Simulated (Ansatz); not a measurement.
Geometry optimisation, Ansatz 0.2.0, DFT PBE, scalar-relativistic, plane waves, PAW.

input.yaml

```yaml
accuracy: low
crystal:
  lattice:
    - [0.0, 5.43, 5.43]
    - [5.43, 0.0, 5.43]
    - [5.43, 5.43, 0.0]
  atoms:
    - { symbol: Si, position: [0.0, 0.0, 0.0] }
    - { symbol: Si, position: [0.125, 0.125, 0.125] }
    - { symbol: Si, position: [0.0, 0.0, 0.5] }
    - { symbol: Si, position: [0.125, 0.125, 0.625] }
    - { symbol: Si, position: [0.0, 0.5, 0.0] }
    - { symbol: Si, position: [0.125, 0.625, 0.125] }
    - { symbol: Si, position: [0.0, 0.5, 0.5] }
    - { symbol: Si, position: [0.125, 0.625, 0.625] }
    - { symbol: Si, position: [0.5, 0.0, 0.0] }
    - { symbol: Si, position: [0.625, 0.125, 0.125] }
    - { symbol: Si, position: [0.5, 0.0, 0.5] }
    - { symbol: Si, position: [0.625, 0.125, 0.625] }
    - { symbol: Si, position: [0.5, 0.5, 0.0] }
    - { symbol: Si, position: [0.625, 0.625, 0.125] }
    - { symbol: Si, position: [0.5, 0.5, 0.5] }
    - { symbol: Si, position: [0.625, 0.625, 0.625] }
    - { symbol: Ti, position: [0.7421886, 0.253812, 0.7484428] }
basis:
  ecutwfc: 420.0
kpoints:
  mp_grid: { grid: [2, 2, 2] }
hamiltonian:
  xc: pbe
  pseudopotentials: { kind: paw, azcp: { folder: soft_1 } }
scf:
  occupations: { method: fermi_dirac, width: 0.05 }
  lower_state_search: "off"
relax:
  f_tol: 0.08
  max_steps: 25
  adjacent_minimum: "off"
```

Command:

```bash
$ ansatz run input.yaml --threads 1 --pin off --max-ram 3072MiB --backend cpu --events-out ev --progress --plain --runs-dir out
```

**Question.** Where does it end, and by what steps?

**Answer.** It converged. The force dipped under the threshold on the way, but the program's further checks kept it going. Limits of this set-up: coarse k mesh, low accuracy level. After 3 steps the energy has fallen by 0.381 eV; Si10 moved furthest, 0.08 Å.

```csv
step,energy less start (eV),largest force component (eV/Å),accepted
0,0.0000,1.189,yes
1,-0.3577,0.325,yes
2,-0.3814,0.028,yes
3,-0.3814,0.028,yes
```

```xyz
17
Lattice="0.0000 5.4300 5.4300 5.4300 0.0000 5.4300 5.4300 5.4300 0.0000" Properties=species:S:1:pos:R:3
Si 0.000 0.033 -0.001
Si 1.374 1.337 1.372
Si 2.677 2.713 0.002
Si 4.029 4.114 1.401
Si 2.716 -0.005 2.713
Si 4.057 1.336 4.055
Si 5.428 2.713 2.752
Si 6.804 4.084 4.055
Si 0.004 2.712 2.675
Si 1.402 4.114 4.028
Si 2.716 5.430 2.715
Si 4.030 6.744 4.029
Si 2.755 2.711 5.426
Si 4.058 4.084 6.801
Si 5.432 5.388 5.429
Si 6.831 6.743 6.830
Ti 5.431 8.142 5.429
```

Time of the run: 23 s on 1 thread of Arm Neoverse V2, on a shared host, peak memory 0.54 GiB.
